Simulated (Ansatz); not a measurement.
Isomers of C2H4ClFOSi, relaxed with PBE0-D4/def2-TZVP in Ansatz; electronic energies, one conformer each and not always the lowest. Functionals use def2-TZVPP; CBS adds triple-zeta CCSD(T) − MP2 to the MP2 limit of def2-TZVPP and def2-QZVPP.

Problem. Order them by energy at frozen-core CCSD(T)/CBS, lowest first. (An estimate is asked.)
A. `F[C@H](Cl)[Si@@H]1CO1`
B. `FC1(CCl)O[SiH2]1`
C. `F[Si]1(Cl)CCO1`

Solution. C (0.0 kcal/mol), B (113.7 kcal/mol), A (119.3 kcal/mol).

Problem. How do B3LYP-D4, B3LYP, ωB97M-V, MP2/CBS(def2) place them (kcal/mol, against `F[Si]1(Cl)CCO1`)? (An estimate is asked.)

Solution. The calculation gave: 
| isomer | B3LYP-D4 | B3LYP | ωB97M-V | MP2/CBS(def2) |
| --- | --- | --- | --- | --- |
| `FC1(CCl)O[SiH2]1` | 109.5 | 109.3 | 112.4 | 117.2 |
| `F[C@H](Cl)[Si@@H]1CO1` | 114.6 | 114.4 | 117.9 | 123.0 |

B3LYP here is the variant with VWN-RPA as its local correlation; programs differ in this.
